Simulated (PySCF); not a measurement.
C8H4N2OS2, SMILES c12c(scc2)cc(s1)-c1ocnn1.

Geometry: PBE0-D3(BJ)/def2-SVP. This is a generated structure with no PubChem entry under its InChIKey; it may be hypothetical. Other conformers were not sampled.

Vertical ionisation energy (IE) and electron affinity (EA) in eV. Rows of orbital energies are one-electron estimates. Where ΔSCF, EOM or ADC give a negative EA the extra electron is unbound and the value depends on the basis.

| level | IE | EA |
|---|---|---|
| −ε(HOMO), −ε(LUMO), HF/def2-SVP (PySCF) | (withheld) | (withheld) |
| −ε(HOMO), −ε(LUMO), PBE/def2-SVP (PySCF) | 5.51 | 2.53 |

Q: Complete the blanks. (An estimate is asked for; the answer gives what the named calculation found.)

A: 
- −ε(HOMO), −ε(LUMO), HF/def2-SVP (PySCF), IE: 8.27
- −ε(HOMO), −ε(LUMO), HF/def2-SVP (PySCF), EA: -1.37
